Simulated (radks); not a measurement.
Results of a calculation; reference values are marked as such.
How relativity changes the ionisation of the lanthanum ion La+ ([Xe] 5d2) to La2+ ([Xe] 5d1). Spin-unpolarised spherical Kohn-Sham, BLYP, point nucleus unless stated (finite: rms radius 4.855 fm), a radial shooting solver on a logarithmic mesh with Libxc functionals. A level marked "c x" has the speed of light scaled by that factor and shares open shells by 2j + 1; other Dirac levels either fill j = l - 1/2 first or share by 2j + 1.

level	E(La+) (hartree)	E(La2+) (hartree)	IE (eV)	HOMO	<r> HOMO (bohr)
non-rel.	-8223.8046	-8223.3965	11.105	5d	2.849
scalar-rel.	-8493.7939	-8493.3991	10.743	5d	2.930
scalar-rel., finite nucleus	-8493.4201	-8493.0253	10.743	5d	2.930
Dirac, 2j+1 shares	-8498.0188	-8497.6242	10.738	5d5/2	2.954
Dirac, low j first	-8498.0270	-8497.6294	10.820	5d3/2	2.908
Dirac, 2j+1 shares, finite nucleus	-8497.6433	-8497.2487	10.738	5d5/2	2.954
Dirac, c x 0.75	-8750.6718	-8750.2872	10.465	5d5/2	3.042
Dirac, c x 1.5	-8339.7555	-8339.3535	10.940	5d5/2	2.894
Dirac, c x 2	-8287.9597	-8287.5550	11.012	5d5/2	2.874

NIST Atomic Spectra Database: 11.185 eV (measured). The relativistic part of the total energy of La+ is -273.8 hartree (Dirac, 2j+1 shares, finite nucleus), 3.3 % of the non-relativistic value. Spin polarisation and multiplet splitting of open shells are left out at every level.

Beside tabulated values, note that relativity, absent from the non-relativistic runs, is large for the heavy elements, and spin-unpolarised runs miss the spin-polarisation part of the exchange energy of open shells.
